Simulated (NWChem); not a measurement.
System: CH₆OSeSi; SMILES CO[SiH2][SeH]

The following NWChem deck was run.

```
start job
memory heap 200 mb stack 900 mb global 1100 mb
geometry units angstroms noautosym nocenter noautoz
  Si     1.136984     0.686233     0.159029
  Se     0.349007    -1.434726     0.502814
  O      0.014910     1.870179     0.454402
  C     -1.222269     1.992246    -0.191910
  H      2.223482     0.903585     1.145151
  H      1.619365     0.760258    -1.253458
  H     -0.120307    -1.572287    -0.884617
  H     -1.847700     1.092294    -0.049832
  H     -1.758327     2.853104     0.234645
  H     -1.106550     2.165951    -1.278017
end
basis spherical
  Si library def2-svp
  Se library def2-svp
  O library def2-svp
  C library def2-svp
  H library def2-svp
end
dft
  xc xpbe96 cpbe96
  iterations 150
end
property
  efieldgrad
end
task dft property
```

Excerpt of the output:

```
             Northwest Computational Chemistry Package (NWChem) 7.3.0
             --------------------------------------------------------

                             Geometry "geometry" -> ""
                             -------------------------

 Output coordinates in angstroms (scale by  1.889725989 to convert to a.u.)

  No.       Tag          Charge          X              Y              Z
 ---- ---------------- ---------- -------------- -------------- --------------
    1 Si                  14.0000     1.13698400     0.68623300     0.15902900
    2 Se                  34.0000     0.34900700    -1.43472600     0.50281400
    3 O                    8.0000     0.01491000     1.87017900     0.45440200
    4 C                    6.0000    -1.22226900     1.99224600    -0.19191000
    5 H                    1.0000     2.22348200     0.90358500     1.14515100
    6 H                    1.0000     1.61936500     0.76025800    -1.25345800
    7 H                    1.0000    -0.12030700    -1.57228700    -0.88461700
    8 H                    1.0000    -1.84770000     1.09229400    -0.04983200
    9 H                    1.0000    -1.75832700     2.85310400     0.23464500
   10 H                    1.0000    -1.10655000     2.16595100    -1.27801700

 Effective nuclear repulsion energy (a.u.)     333.0206115197

  pbe96 is a nonlocal functional; adding pw91lda local functional.
                              NWChem Property Module
                              ----------------------

  itol2e modified to match energy
  convergence criterion.

                                 NWChem DFT Module
                                 -----------------

 Summary of "ao basis" -> "ao basis" (spherical)
 ------------------------------------------------------------------------------
       Tag                 Description            Shells   Functions and Types
 ---------------- ------------------------------  ------  ---------------------
 Si                         def2-svp                 8       18   4s3p1d
 Se                         def2-svp                12       32   5s4p3d
 O                          def2-svp                 6       14   3s2p1d
 C                          def2-svp                 6       14   3s2p1d
 H                          def2-svp                 3        5   2s1p

  itol2e modified to match energy
  convergence criterion.

            General Information
            -------------------
          SCF calculation type: DFT
          Wavefunction type:  closed shell.
          No. of atoms     :    10
          No. of electrons :    68
           Alpha electrons :    34
            Beta electrons :    34
          Charge           :     0
          Spin multiplicity:     1
          Use of symmetry is: off; symmetry adaption is: off
          Maximum number of iterations: 150
          AO basis - number of functions:   108
                     number of shells:    50
          Convergence on energy requested:  1.00D-07
          Convergence on density requested:  1.00D-05
          Convergence on gradient requested:  5.00D-04

              XC Information
              --------------
          PerdewBurkeErnzerhof Exchange Functional  1.000
            Perdew 1991 LDA Correlation Functional  1.000 local
           PerdewBurkeErnz. Correlation Functional  1.000 non-local

             Grid Information
             ----------------
          Grid used for XC integration:  fine
          Radial quadrature: Mura-Knowles
          Angular quadrature: Lebedev.
          Tag              B.-S. Rad. Rad. Pts. Rad. Cut. Ang. Pts.
          ---              ---------- --------- --------- ---------
          Si                  1.10      123          11.0       770
          Se                  1.15      140          12.0       974
          O                   0.60       70          10.0       590
          C                   0.70       70          11.0       590
          H                   0.35       60          12.0       590
          Grid pruning is: on
          Number of quadrature shells:   763
          Spatial weights used:  Erf1

      Superposition of Atomic Density Guess
      -------------------------------------

 Sum of atomic energies:       -2803.56196802

      Non-variational initial energy
      ------------------------------

 Total energy =   -2805.165981
 1-e energy   =   -4563.668804
 2-e energy   =    1425.482211
 HOMO         =      -0.300173
 LUMO         =       0.067662

   convergence    iter        energy       DeltaE   RMS-Dens  Diis-err
 ---------------- ----- ----------------- --------- --------- ---------
 d= 0,ls=0.0,diis     1  -2806.8254368505 -3.14D+03  1.49D-02  7.23D-01
 d= 0,ls=0.0,diis     2  -2806.7051000013  1.20D-01  1.03D-02  1.92D+00
 d= 0,ls=0.0,diis     3  -2806.8922899747 -1.87D-01  2.93D-03  1.29D-01
 d= 0,ls=0.0,diis     4  -2806.9015222030 -9.23D-03  1.55D-03  2.30D-02
 d= 0,ls=0.0,diis     5  -2806.9043925837 -2.87D-03  4.55D-04  1.02D-03
  Resetting Diis
 d= 0,ls=0.0,diis     6  -2806.9045772044 -1.85D-04  8.20D-05  5.43D-05
 d= 0,ls=0.0,diis     7  -2806.9045858001 -8.60D-06  3.80D-05  4.54D-06
 d= 0,ls=0.0,diis     8  -2806.9045850196  7.81D-07  2.45D-05  9.96D-06
 d= 0,ls=0.0,diis     9  -2806.9045863603 -1.34D-06  3.84D-06  3.43D-07
 d= 0,ls=0.0,diis    10  -2806.9045863857 -2.54D-08  9.53D-07  2.83D-08

         Total DFT energy =    -2806.904586385727
      One electron energy =    -4566.411598025000
           Coulomb energy =     1550.154722274018
    Exchange-Corr. energy =     -123.668322154446
 Nuclear repulsion energy =      333.020611519701

 Numeric. integr. density =       68.000002560035

                       DFT Final Molecular Orbital Analysis
                       ------------------------------------

 Vector   32  Occ=2.000000D+00  E=-2.651728D-01
              MO Center= -6.7D-02,  1.4D+00,  3.1D-01, r^2= 3.5D+00
   Bfn.  Coefficient  Atom+Function         Bfn.  Coefficient  Atom+Function
  ----- ------------  ---------------      ----- ------------  ---------------
    56      0.335708   3 O  pz               55      0.323609   3 O  py
    59      0.242989   3 O  pz               58      0.231267   3 O  py
    99     -0.206150   9 H  s                31      0.155696   2 Se py
    70     -0.150820   4 C  pz               53      0.143648   3 O  s
     9     -0.139701   1 Si py               69     -0.137506   4 C  py

[...]

          -----------------------
          Electric field gradient
          -----------------------

 1 a.u. = 0.324123 10**(16) esu/cm**3  ( or statvolts/cm**2 ) = 0.97174 10**(22) v/m**2

 ------------------------------------------------------------
   Atom      X         Y         Z
 ------------------------------------------------------------
    1 Si   2.14859   1.29679   0.30052
 ------------------------------------------------------------

 Electric field gradient in molecular frame (a.u.)
         XX             YY             ZZ             XY             XZ             YZ
 ------------------------------------------------------------------------------------------
       -0.006684      -0.332630       0.339314       0.059022       0.127223       0.002936

 Principal components (a.u.) and orientation
 of principal axis w.r.t. absolute frame                      Asymmetry parameter eta
 --------------------------------------------------------------------------------------
        0.381692      -0.343561      -0.038131                       0.800198

        0.315268      -0.183461       0.931100
        0.029948       0.982570       0.183462
        0.948530       0.029956      -0.315267

 ------------------------------------------------------------
   Atom      X         Y         Z
 ------------------------------------------------------------
    2 Se   0.65953  -2.71124   0.95018
 ------------------------------------------------------------

 Electric field gradient in molecular frame (a.u.)
         XX             YY             ZZ             XY             XZ             YZ
 ------------------------------------------------------------------------------------------
        2.659844      -0.350169      -2.309675      -1.846224      -2.245916      -0.537208

 Principal components (a.u.) and orientation
 of principal axis w.r.t. absolute frame                      Asymmetry parameter eta
 --------------------------------------------------------------------------------------
        4.076556      -3.633124      -0.443432                       0.782448

        0.896084       0.406133       0.179135
       -0.338940       0.365450       0.866929
       -0.286624       0.837557      -0.465129

 ------------------------------------------------------------
   Atom      X         Y         Z
 ------------------------------------------------------------
    3 O    0.02818   3.53413   0.85870
 ------------------------------------------------------------

 Electric field gradient in molecular frame (a.u.)
         XX             YY             ZZ             XY             XZ             YZ
 ------------------------------------------------------------------------------------------
       -1.068339       0.441698       0.626641       0.667890      -0.779408      -0.078701

 Principal components (a.u.) and orientation
 of principal axis w.r.t. absolute frame                      Asymmetry parameter eta
 --------------------------------------------------------------------------------------
       -1.552607       1.117432       0.435175                       0.439427

        0.904266      -0.422678       0.060384
       -0.290489      -0.505387       0.812527
        0.312920       0.752282       0.579787

 ------------------------------------------------------------
   Atom      X         Y         Z
 ------------------------------------------------------------
    4 C   -2.30975   3.76480  -0.36266
 ------------------------------------------------------------

 Electric field gradient in molecular frame (a.u.)
         XX             YY             ZZ             XY             XZ             YZ
 ------------------------------------------------------------------------------------------
       -0.237413       0.179876       0.057537       0.047320      -0.210439       0.032564

 Principal components (a.u.) and orientation
 of principal axis w.r.t. absolute frame                      Asymmetry parameter eta
 --------------------------------------------------------------------------------------
       -0.353007       0.188284       0.164723                       0.066744

        0.881401      -0.055284      -0.469122
       -0.106392       0.944376      -0.311184
        0.460231       0.324189       0.826492

 ------------------------------------------------------------
   Atom      X         Y         Z
 ------------------------------------------------------------
    5 H    4.20177   1.70753   2.16402
 ------------------------------------------------------------

 Electric field gradient in molecular frame (a.u.)
         XX             YY             ZZ             XY             XZ             YZ
 ------------------------------------------------------------------------------------------
       -0.047416       0.071088      -0.023672      -0.022807      -0.110450      -0.020561

 Principal components (a.u.) and orientation
 of principal axis w.r.t. absolute frame                      Asymmetry parameter eta
 --------------------------------------------------------------------------------------
       -0.150878       0.075556       0.075323                       0.001547

        0.736893      -0.624184      -0.259583
        0.137036      -0.238095       0.961526
        0.661974       0.744114       0.089915

 ------------------------------------------------------------
   Atom      X         Y         Z
 ------------------------------------------------------------
    6 H    3.06016   1.43668  -2.36869
 ------------------------------------------------------------

 Electric field gradient in molecular frame (a.u.)
         XX             YY             ZZ             XY             XZ             YZ
 ------------------------------------------------------------------------------------------
        0.048804       0.072722      -0.121527      -0.002677       0.065413       0.008586

 Principal components (a.u.) and orientation
 of principal axis w.r.t. absolute frame                      Asymmetry parameter eta
 --------------------------------------------------------------------------------------
       -0.144121       0.073120       0.071002                       0.014697

       -0.321345       0.088996       0.942771
       -0.041428       0.993300      -0.107886
        0.946056       0.073726       0.315505

 ------------------------------------------------------------
   Atom      X         Y         Z
 ------------------------------------------------------------
    7 H   -0.22735  -2.97119  -1.67168
 ------------------------------------------------------------

 Electric field gradient in molecular frame (a.u.)
         XX             YY             ZZ             XY             XZ             YZ
 ------------------------------------------------------------------------------------------
        0.075612       0.086093      -0.161704      -0.015875      -0.090109      -0.023535

 Principal components (a.u.) and orientation
 of principal axis w.r.t. absolute frame                      Asymmetry parameter eta
 --------------------------------------------------------------------------------------
       -0.194710       0.108762       0.085948                       0.117168

        0.319865       0.897548       0.303468
        0.097076      -0.349656       0.931835
        0.942477      -0.268602      -0.198973

 ------------------------------------------------------------
   Atom      X         Y         Z
 ------------------------------------------------------------
    8 H   -3.49165   2.06414  -0.09417
 ------------------------------------------------------------

 Electric field gradient in molecular frame (a.u.)
         XX             YY             ZZ             XY             XZ             YZ
 ------------------------------------------------------------------------------------------
       -0.001339      -0.137997       0.139336      -0.193151       0.024068       0.047141

 Principal components (a.u.) and orientation
 of principal axis w.r.t. absolute frame                      Asymmetry parameter eta
 --------------------------------------------------------------------------------------
       -0.281079       0.149740       0.131339                       0.065464

        0.571007      -0.311906       0.759385
        0.811574       0.353839      -0.464915
       -0.123690       0.881767       0.455179

 ------------------------------------------------------------
   Atom      X         Y         Z
 ------------------------------------------------------------
    9 H   -3.32276   5.39158   0.44341
 ------------------------------------------------------------

 Electric field gradient in molecular frame (a.u.)
         XX             YY             ZZ             XY             XZ             YZ
 ------------------------------------------------------------------------------------------
        0.036464      -0.118500       0.082036       0.169639       0.075733      -0.136023

 Principal components (a.u.) and orientation
 of principal axis w.r.t. absolute frame                      Asymmetry parameter eta
 --------------------------------------------------------------------------------------
       -0.292081       0.155129       0.136952                       0.062231

       -0.491963      -0.429293       0.757417
        0.781490      -0.601195       0.166850
        0.383727       0.673997       0.631254

[...]
```

Level: PBE/def2-SVP. The geometry was optimised at PBE0/def2-SVP. NWChem prints the field gradient with the sign opposite to the second derivative of the potential.
